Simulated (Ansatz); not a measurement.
Coupled-cluster run, CH$_{5}$B$_{2}$N, SMILES `BBC=N`.

```yaml
crystal:
  periodic: [false, false, false]
  atoms:
    - {symbol: B, position_ang: [-0.625779, 1.257157, -0.702426]}
    - {symbol: B, position_ang: [0.513595, 0.107466, -0.477299]}
    - {symbol: C, position_ang: [0.236650, -1.215829, 0.305828]}
    - {symbol: N, position_ang: [0.118893, -1.301036, 1.571194]}
    - {symbol: H, position_ang: [-1.286914, 1.296087, -1.702107]}
    - {symbol: H, position_ang: [-0.852214, 2.101777, 0.118634]}
    - {symbol: H, position_ang: [1.631393, 0.251957, -0.898173]}
    - {symbol: H, position_ang: [0.183210, -2.163221, -0.248143]}
    - {symbol: H, position_ang: [0.169665, -0.380558, 2.015293]}
basis:
  gaussian: {orbitals: def2-TZVPP}
correlation: {method: ccsd_t}
output: {orbitals: {seedname: orbitals}}
```

```sh
$ ansatz run in.yaml --threads 4 --pin off --events-out ev --progress --plain
```

Output of Ansatz, abridged:

```
Functional definition: HF
1149 factors; integrals over basis functions are off by at most 1.0e-3 eV
mean field evaluation 1: about -3931.0103 eV, gradient 3.1e1 eV
mean field evaluation 2: about -3931.0132 eV, gradient 3.1e1 eV
mean field evaluation 4: about -3933.9538 eV, gradient 4.6e0 eV
mean field evaluation 8: about -3934.0402 eV, gradient 1.7e-1 eV
mean field evaluation 16: about -3934.0322 eV, gradient 1.3e0 eV
mean field -3934.04047834 eV, -144.5733209905 hartree, gradient 3.5e-6 eV, S^2 0.000000; 0 other end points of the search recorded, 0 dependent functions left out
4 core orbitals not correlated: weight in the atoms' cores, before any rotation towards them, 1.000 or more for the frozen orbitals, at most 0.000 for the correlated occupied ones
reference -3934.04047834 eV, -144.5733209905 hartree; 10, 10 occupied and 180, 180 virtual orbitals, 1149 factors
second order -15.03138617 eV of doubles, -0.00000000 eV of singles
cycle   1  -15.60397270 eV  change   -5.7e-1 eV  update   9.5e-2
cycle   2  -16.06480969 eV  change   -4.6e-1 eV  update   3.1e-2
cycle   3  -16.17171107 eV  change   -1.1e-1 eV  update   1.8e-2
cycle   4  -16.16556897 eV  change    6.1e-3 eV  update   5.7e-3
cycle   5  -16.16406725 eV  change    1.5e-3 eV  update   3.6e-3
cycle   6  -16.16498019 eV  change   -9.1e-4 eV  update   1.5e-3
cycle   7  -16.16451877 eV  change    4.6e-4 eV  update   7.4e-4
cycle   8  -16.16447088 eV  change    4.8e-5 eV  update   3.4e-4
cycle   9  -16.16459555 eV  change   -1.2e-4 eV  update   1.4e-4
cycle  10  -16.16456884 eV  change    2.7e-5 eV  update   6.8e-5
cycle  11  -16.16456222 eV  change    6.6e-6 eV  update   3.2e-5
cycle  12  -16.16458376 eV  change   -2.2e-5 eV  update   1.5e-5
cycle  13  -16.16459293 eV  change   -9.2e-6 eV  update   6.3e-6
perturbative correction -0.68204080 eV, -0.0250645373 hartree
Total energy: -3950.88711208 eV, -145.1924233613 hartree
```

Hardware: 4 threads of a server CPU on a shared host. Wall time 20 s, peak host memory 2.3 GiB.

The correlation energy is -16.847 eV, 4.0 % of it from (T); the T1 diagnostic reads 0.0154.
